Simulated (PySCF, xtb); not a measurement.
AlBrH2O, SMILES [OH][AlH][Br]. One conformer was computed; it need not be the lowest.

Harmonic wavenumbers (cm⁻¹) from GFN2-xTB in xtb at its own minimum, in rising order: 145, 423, 434, 470, 508, 620, 917, 1989, 3763.

Question: What does PySCF with r2SCAN-D4/def2-TZVP give at its own minimum? (Estimate from the structure and the level; the computed values follow.)

Answer: 177, 375, 400, 485, 596, 678, 879, 2012, 3900. Paired by order, the mean absolute difference is 52 cm⁻¹ and the zero-point energies are 13.3 and 13.6 kcal/mol.
